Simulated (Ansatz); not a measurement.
Consider the germylene formation by 1,1-elimination: `N[CH2][GeH]([F])[SH]` → `NCF` + `[SH][GeH]`.

Calculated with Ansatz (gas phase, PBE0-D4/def2-TZVP geometries, no zero-point term in ΔE). CCSD(T)/CBS adds triple-zeta CCSD(T) − MP2 to the extrapolated MP2 energy (def2 sets, frozen cores). Functionals use def2-TZVPP. B3LYP here is the variant with VWN-RPA as its local correlation; programs differ in this. For Ge outer-core shells are correlated without core-valence functions, which leaves a few kJ/mol of doubt a bond. Scalar relativity is left out up to krypton. One conformer a species, not always the lowest.

```tsv
level	ΔE (kJ/mol)
PBE0-D4	185.2
PBE	158.2
B3LYP	147.3
SCS-MP2/def2-TZVPP	203.1
```

(1) What does CCSD(T)/CBS give? (Best estimate.)

Largest T1 diagnostic among the species: 0.015.

## Answers

(1) Ansatz gave: +192.1 kJ/mol. The listed levels differ from it by -6.9, -33.9, -44.8, 11.0 kJ/mol.

In def2-TZVPP, CCSD(T) changes the Hartree–Fock value by +32.5 kJ/mol (the triples alone add +2.7 kJ/mol) and MP2 by +53.7 kJ/mol. From PBE to PBE0 (25 % exact exchange), in def2-TZVPP and without D4, ΔE moves by +17.4 kJ/mol.
